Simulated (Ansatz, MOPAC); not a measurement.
Molecule: C2H7BO, charge 0, multiplicity 1. SMILES: CB(C)O

Atoms: C1, B2, C3, O4, H5, H6, H7, H8, H9, H10, H11. Bonds: C1-B2, C1-H5, C1-H6, C1-H7, B2-C3, B2-O4, C3-H8, C3-H9, C3-H10, O4-H11.

Bond lengths (Å) and angles (degrees) optimised at AM1 with MOPAC; MNDO with MOPAC; HF/STO-3G with Ansatz (a quantum-chemistry and plane-wave program); PBE/6-31G* with Ansatz; B3LYP/LANL2DZ with Ansatz; B3LYP/6-31G* with Ansatz, each started from the B3LYP-D3(BJ)/def2-TZVP structure (Ansatz) of the last column. A row stands for all coordinates that are equal there; 13 of 23 kinds are shown. 6-31G* holds six Cartesian d functions. No wavenumbers were computed at MNDO, HF/STO-3G, PBE/6-31G*, B3LYP/LANL2DZ, so these may be saddle points.

| coordinate | AM1 | MNDO | HF/STO-3G | PBE/6-31G* | B3LYP/LANL2DZ | B3LYP/6-31G* | B3LYP-D3(BJ)/def2-TZVP |
|---|---|---|---|---|---|---|---|
| C1-B2 | 1.542 | 1.573 | 1.585 | 1.583 | 1.576 | 1.580 | 1.572 |
| C1-H5 | 1.109 | 1.109 | 1.085 | 1.106 | 1.099 | 1.098 | 1.094 |
| C1-H6 | 1.109 | 1.108 | 1.083 | 1.102 | 1.096 | 1.095 | 1.091 |
| C1-H7 | 1.110 | 1.111 | 1.085 | 1.106 | 1.102 | 1.100 | 1.096 |
| B2-C3 | 1.545 | 1.576 | 1.589 | 1.590 | 1.585 | 1.588 | 1.578 |
| B2-O4 | 1.346 | 1.348 | 1.342 | 1.377 | 1.393 | 1.368 | 1.367 |
| C3-H8 | 1.109 | 1.109 | 1.085 | 1.106 | 1.098 | 1.098 | 1.093 |
| O4-H11 | 0.961 | 0.945 | 0.983 | 0.978 | 0.976 | 0.969 | 0.963 |
| C1-B2-C3 | 121.8 | 121.4 | 120.7 | 122.3 | 122.8 | 122.1 | 122.0 |
| C1-B2-O4 | 116.1 | 116.5 | 117.2 | 116.3 | 116.4 | 116.6 | 116.9 |
| C3-B2-O4 | 122.2 | 122.1 | 122.1 | 121.4 | 120.8 | 121.3 | 121.1 |
| B2-C1-H5 | 107.9 | 110.6 | 110.6 | 111.0 | 112.2 | 111.6 | 111.8 |
| B2-C1-H6 | 110.5 | 114.1 | 112.4 | 112.8 | 111.9 | 112.7 | 113.0 |

Mean signed difference of all 10 bond lengths from B3LYP-D3(BJ)/def2-TZVP: AM1 0.001 Å, MNDO 0.006 Å, HF/STO-3G -0.004 Å, PBE/6-31G* 0.012 Å, B3LYP/LANL2DZ 0.008 Å, B3LYP/6-31G* 0.005 Å.
